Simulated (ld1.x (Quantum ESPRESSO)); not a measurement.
## Reading a pseudo-wave (samarium)

Columns: radius, all-electron u(r) and pseudo u(r) of the 5p shell (level -23.23 eV) of samarium in the configuration [Kr] 4d10 4f6 5s2 5p6 5d0 6s2 6p0; PBE, scalar-relativistic, PAW scheme, ld1.x (Quantum ESPRESSO) 7.5.

```tsv
r (bohr)	all-electron	pseudo
0.220	-0.2539	-0.0422
0.440	0.4343	-0.1594
0.660	0.1899	-0.3253
0.880	-0.3550	-0.5039
1.100	-0.7262	-0.6582
1.320	-0.8806	-0.7597
1.540	-0.8854	-0.7941
1.760	-0.8089	-0.7638
1.980	-0.6985	-0.6849
2.200	-0.5820	-0.5807
2.420	-0.4736	-0.4739
2.640	-0.3792	-0.3792
2.860	-0.3001	-0.3001
3.080	-0.2356	-0.2356
3.300	-0.1840	-0.1840
3.520	-0.1430	-0.1430
3.740	-0.1109	-0.1109
3.960	-0.0856	-0.0856
4.180	-0.0660	-0.0660
4.400	-0.0507	-0.0507
4.620	-0.0389	-0.0389
4.840	-0.0298	-0.0298
5.060	-0.0227	-0.0227
5.280	-0.0173	-0.0173
5.500	-0.0132	-0.0132
5.720	-0.0100	-0.0100
```

**Question.** How many radial nodes do the two functions have?

**Answer.** The all-electron 5p function has n − l − 1 = 3 (the table is too coarse to show those close to the nucleus); the pseudo-wave has 0, since the states of the same l below it are removed with the core.

**Question.** At about which radius was the pseudo-wave matched?

**Answer.** 2.65 bohr. The columns agree to 0.0005 from 2.42 bohr on; several derivatives are matched, so the curves merge somewhat inside the radius.

**Question.** Is the pseudo-wave norm-conserving?

**Answer.** No, it belongs to a PAW set: the norm inside the radius is not constrained, and the difference is carried by the augmentation charge.
